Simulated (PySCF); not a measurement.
CH4NO, SMILES NC=[OH+], charge +1. Atoms are numbered in the order given.

```xyz
7

N     -0.1881     1.1106     0.0000
C      0.4321    -0.0264     0.0000
O     -0.1072    -1.1908     0.0000
H     -1.1990     1.1974     0.0000
H      0.3447     1.9728     0.0000
H      1.5177    -0.0370     0.0000
H     -1.0815    -1.2226     0.0000
```
Charge +1, spin multiplicity 1.

Coordinates come from a B3LYP-D3(BJ)/def2-TZVP optimisation. The isomer is the one that the SMILES or the coordinates give; other isomers of the formula were not compared. The values are those of a single conformer.

Two levels are set side by side: PBE/pcSseg-2 (PySCF) and KT2/pcSseg-2 (PySCF). GIAO shifts against H2O (¹⁷O), NH3 (¹⁵N), TMS (¹H), TMS (¹³C) at the same level; non-relativistic, no solvent, atoms listed together averaged. Differences are taken from unrounded values.

| quantity | PBE |
|---|---|
| δ(¹⁵N) of N1 (ppm) | 153.2 |
| δ(¹³C) of C2 (ppm) | 175.6 |
| δ(¹⁷O) of O3 (ppm) | 213.9 |
| δ(¹H) of H6 (ppm) | 8.11 |
| δ(¹H) of H7 (ppm) | 8.25 |

Q: These are the PBE values. What does KT2 give? (Estimate from the structure and the level; the computed values follow.)

A: 
| quantity | KT2 | PBE minus KT2 |
|---|---|---|
| δ(¹⁵N) of N1 (ppm) | 144.7 | 8.5 |
| δ(¹³C) of C2 (ppm) | 167.6 | 8.0 |
| δ(¹⁷O) of O3 (ppm) | 200.1 | 13.7 |
| δ(¹H) of H6 (ppm) | 8.06 | 0.05 |
| δ(¹H) of H7 (ppm) | 8.13 | 0.12 |

Rough cost on one machine, each run with all the roots and properties that it gave: KT2 against PBE within a factor of 2.
